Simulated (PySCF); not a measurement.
Chain-length series, silicon-germanium chain methyl/methyl (end groups after the name). Isolated molecules, 0 K electronic values unless said otherwise. One relaxed conformer stands for each flexible species; it need not be the lowest. Strings in code marks are SMILES.

These are M06-2X/def2-TZVP // B3LYP-D3(BJ)/def2-SVP in PySCF values and carry that method's errors. Delta-SCF ions had no search for a lower state. Excitations are Tamm–Dancoff values on a coarser integration grid. The basis has no diffuse functions, so Rydberg states are missing or too high.

```json
[
 {"species": "n = 1 (`C[SiH2][GeH2][CH3]` (C–Si–Ge–C torsion 179°))", "HOMO (eV)": "-8.62", "S1–T1 gap (TDA) (eV)": "0.66", "vertical ionisation energy (Delta-SCF) (eV)": "9.62", "T1 excitation (TDA) (eV)": "6.03"},
 {"species": "n = 2 (`C[SiH2][GeH2][SiH2][GeH2][CH3]`)", "HOMO (eV)": "-8.10", "S1–T1 gap (TDA) (eV)": "0.88", "vertical ionisation energy (Delta-SCF) (eV)": "8.82", "T1 excitation (TDA) (eV)": "5.37"},
 {"species": "n = 3 (`C[SiH2][GeH2][SiH2][GeH2][SiH2][GeH2][CH3]`)", "HOMO (eV)": "-7.81", "S1–T1 gap (TDA) (eV)": "0.78", "vertical ionisation energy (Delta-SCF) (eV)": "8.40", "T1 excitation (TDA) (eV)": "4.85"}
]
```
